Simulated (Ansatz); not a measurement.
`[CH3][Al]([OH])[O][SiH3]` + CH₃OH → `C[O][Al]([CH3])[OH]` + silanol  (ligand exchange at the Al–O bond)

Program: Ansatz. Geometries: PBE0-D4/def2-TZVP. ΔE: electronic, gas phase. CBS: MP2 limit from def2 TZ/QZ plus the TZ coupled-cluster correction, frozen cores. This one scheme is used for every species. DFT in def2-TZVPP. Each species was taken in one conformer, which may not be the lowest.

`[CH3][Al]([OH])[O][SiH3]`:

Cartesian coordinates in Å:
```
C -1.164 1.901 -0.418
Al -0.789 0.010 -0.559
O -1.800 -0.973 -1.497
O 0.525 -0.690 0.235
Si 1.836 -1.181 1.049
H -1.985 2.199 -1.073
H -1.437 2.169 0.607
H -0.285 2.498 -0.675
H -1.666 -1.913 -1.600
H 1.459 -1.599 2.427
H 2.469 -2.338 0.360
H 2.837 -0.084 1.145
```

CH₃OH:

Cartesian coordinates in Å:
```
C -0.012 0.223 0.278
O 0.476 -0.834 -0.517
H 0.634 0.289 1.154
H -1.038 0.046 0.624
H 0.021 1.188 -0.244
H -0.080 -0.912 -1.294
```

`C[O][Al]([CH3])[OH]`:

```xyz
12

C     0.829   -0.795    1.734
O     0.140    0.315    1.246
Al   -0.459    0.766   -0.269
C    -0.274   -0.342   -1.849
O    -1.252    2.259   -0.376
H     0.255   -1.279    2.532
H     1.027   -1.548    0.959
H     1.793   -0.489    2.156
H    -0.731   -1.325   -1.703
H    -0.746    0.123   -2.717
H     0.779   -0.516   -2.092
H    -1.361    2.832    0.381
```

`O[SiH3]`:

```xyz
6

O    -0.597    0.373    1.071
Si    0.018   -0.152   -0.365
H     0.014    0.729    1.717
H     0.702    0.945   -1.103
H    -1.139   -0.641   -1.148
H     1.001   -1.254   -0.172
```

| level | ΔE (kcal/mol) |
| --- | --- |
| BLYP-D4 | 6.5 |
| r2SCANh | 7.0 |

**Question.** What does CCSD(T)/CBS give? (An estimate is asked.)

**Answer.** Computed: +7.4 kcal/mol. The listed levels differ from it by -0.9, -0.4 kcal/mol.

Largest T1 diagnostic among the species: 0.012.

Leaving LDA and LC-ωPBE aside and taking each functional with its dispersion term where it has one, the values, not all of them listed here, spread over 1.9 kcal/mol, from revPBE-D4 to BHLYP-D4. In def2-TZVPP, CCSD(T) changes the Hartree–Fock value by −1.5 kcal/mol (the triples alone add −0.3 kcal/mol) and MP2 by −1.7 kcal/mol. From PBE to PBE0 (25 % exact exchange), in def2-TZVPP and without D4, ΔE moves by +0.8 kcal/mol.
